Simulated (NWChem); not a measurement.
Ionisation of Ge (-1)

SMILES: [Ge-]
```xyz
1

Ge     0.0000     0.0000     0.0000
```
Charge -1, spin multiplicity 4.

Program: NWChem.

Basis set: def2-TZVPD. −ε marks an orbital energy of the parent.

The Hamiltonian is non-relativistic. B3LYP has NWChem's definition, with VWN1-RPA local correlation. No SCF solution was tested for a lower state.

Q: One of these methods gave a first vertical ionisation energy of -1.73 eV. Which?
A. −ε(alpha HOMO) of BHandHLYP
B. −ε(alpha HOMO) of PBE
C. −ε(alpha HOMO) of PBE0
D. −ε(alpha HOMO) of B3LYP

A: D, −ε(alpha HOMO) of B3LYP. The others give -2.30 (−ε(alpha HOMO) of PBE), -1.30 (−ε(alpha HOMO) of PBE0), -0.71 (−ε(alpha HOMO) of BHandHLYP).
